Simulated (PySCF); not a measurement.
# SrLi and its ions

PBE0; PySCF, spin-free X2C with a Gaussian nucleus, basis sets Sr x2c-SVPall, Li x2c-SVPall. Neutral (UKS): doublet (σ ↑), Re = 3.630 Å, ωe = 179 cm⁻¹, De = 0.36 eV, HOMO -3.25 eV, LUMO -1.66 eV.

SrLi⁺ (UKS): singlet (closed shell), Re = 3.431 Å, ωe = 232 cm⁻¹, De = 1.41 eV to Sr + Li⁺. The energies at the minima are -3186.10302 hartree for SrLi and -3185.94025 for SrLi⁺.

Task: Work out the adiabatic ionisation energy, without and with harmonic zero-point energies (1 hartree = 27.2114 eV, 1 eV = 8065.5 cm⁻¹), and the change of the bond length.

Result: At PBE0: 0.16277 hartree = 4.429 eV between the minima; the zero-point term (232.0 − 179.0)/2 cm⁻¹ = +0.003 eV makes it 4.432 eV. Re changes by -19.9 pm against the neutral. The electron leaves a σ orbital, and the shorter bond of the ion fits an antibonding orbital, or a change in how ionic the bond is.

Closed-shell solutions of metal pairs were not tested for spin polarisation, which can lower them a little. Weak bonds: SrLi. Basis-set superposition, not corrected here, can be much of De in a small basis, most of all at correlated wavefunction levels. For an ion De counts to the pair picked by the measured ionisation energies or electron affinities, which need not be the lowest pair at this level. States were picked by a PBE0 search and need not be the measured ground states.
